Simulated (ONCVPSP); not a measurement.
Pb: one change to an ONCV potential, before and after

ONCVPSP 4.0.1 input, shortened (lines: element, Z, core and valence counts, functional; n l f; lmax; l rc ep ncon nbas qcut; lloc lpopt rc5 dvloc0; l nproj debl; icmod fcfact rcfact), PBE, fully relativistic:

```
  Pb 82.00   10    5        4      upf
    1    0    2.00
    2    0    2.00
    2    1    6.00
    3    0    2.00
    3    1    6.00
    3    2   10.00
    4    0    2.00
    4    1    6.00
    4    2   10.00
    4    3   14.00
    5    0    2.00
    5    1    6.00
    5    2   10.00
    6    0    2.00
    6    1    1.50
    2
    0    1.45    0.00    3    6    9.70
    1    1.70    0.00    4    7    9.90
    2    1.95    0.00    4    8    9.70
    4    2    1.10    3.00
    0    2    1.00
    1    2    3.10
    2    1    1.80
    3    5.00    1.35
```

Open shells are filled in proportion to 2j + 1.

Change: d: rc 2.4.

Cutoffs: the cutoffs (Ha) at which the residual kinetic energy of the hardest occupied pseudo-wave falls to 1 and 0.1 mHa per electron; they do not see the model core or the augmentation charge, which bear on the density cutoff. Errors are all-electron minus pseudo energies relative to the spin-unpolarised reference configuration.

Q: How do hardness, ghosts and transferability respond?

A: The potential gets neither clearly harder nor softer (33 Ha and 38 Ha → 33 Ha and 38 Ha); the s channel sets the loose cutoff, while the largest relative change is in d, which becomes softer; of the 4 tests that both files solve, the error grows in 2 and shrinks in 0 by more than 15 % and 0.3 meV (median size 0.1 → 0.5 meV); neither file shows a bound ghost.

```csv
quantity,base,changed
"cutoff, loose",33 Ha,33 Ha
"cutoff, tight",38 Ha,38 Ha
loose cutoff by channel,"s 33 Ha, p 22 Ha, d 27 Ha","s 33 Ha, p 22 Ha, d 19 Ha"
bound ghosts,none,none
GHOST(+) flags under 300 eV,none,none
"error for 5s2 5p6 5d10 6s2 6p2, meV [ΔE -2.55 eV]",-0.1,-0.1
"error for 5s2 5p6 5d10 6s2 6p1, meV [ΔE 4.15 eV]",0.0,0.0
"error for 5s2 5p6 5d10 6s2 6p0, meV [ΔE 17.75 eV]",+0.1,-0.9
"error for 5s2 5p6 5d9 6s2 6p3, meV [ΔE 16.56 eV]",-1.8,+45
s: phases at 1.47 bohr within 0.05 rad from the reference energy up to (Ha; the scan ends near 5),to the end of the scan,to the end of the scan
p3/2: phases at 1.72 bohr within 0.05 rad from the reference energy up to (Ha; the scan ends near 5),3.8,3.8
p1/2: phases at 1.72 bohr within 0.05 rad from the reference energy up to (Ha; the scan ends near 5),to the end of the scan,to the end of the scan
"rms error of d²Exc/dni dnj with the model core, mHa",3.05,3.05
```
